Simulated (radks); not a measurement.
Results of a calculation; reference values are marked as such.
La V, configuration [Kr] 4d10 5s2 5p5. Code: a radial shooting solver on a logarithmic mesh with Libxc functionals. Model: Dirac Kohn-Sham, BLYP, spin-unpolarised, spherical densities, finite nucleus; open shells fill j = l - 1/2 first; Fermi nuclear charge, rms radius 4.855 fm. Some entries of the table are withheld. Estimate them.

orbital  occ.  eigenvalue (Ry)  r(max) (bohr)
1s1/2       2        -2848.732        0.01607
2s1/2       2              (1)        0.09109
2p1/2       2        -429.9602        0.06949
2p3/2       4        -399.5828        0.07465
3s1/2       2        -99.63250         0.2606
3p1/2       2              (2)            (3)
3p3/2       4              (4)            (5)
3d3/2       4              (6)         0.2082
3d5/2       6              (7)         0.2114
4s1/2       2        -22.30214         0.6083
4p1/2       2              (8)            (9)
4p3/2       4             (10)           (11)
4d3/2       4        -10.49409         0.6667
4d5/2       6        -10.27423         0.6746
5s1/2       2         -5.45472          1.392
5p1/2       2         -4.31449          1.509
5p3/2       3         -4.10469          1.568

Answer. 
(1) 2s1/2 eigenvalue (Ry): -455.6726
(2) 3p1/2 eigenvalue (Ry): -88.78495
(3) 3p1/2 r(max) (bohr): 0.2472
(4) 3p3/2 eigenvalue (Ry): -82.86526
(5) 3p3/2 r(max) (bohr): 0.2585
(6) 3d3/2 eigenvalue (Ry): -63.84695
(7) 3d5/2 eigenvalue (Ry): -62.58015
(8) 4p1/2 eigenvalue (Ry): -18.30908
(9) 4p1/2 r(max) (bohr): 0.6187
(10) 4p3/2 eigenvalue (Ry): -17.04526
(11) 4p3/2 r(max) (bohr): 0.6428
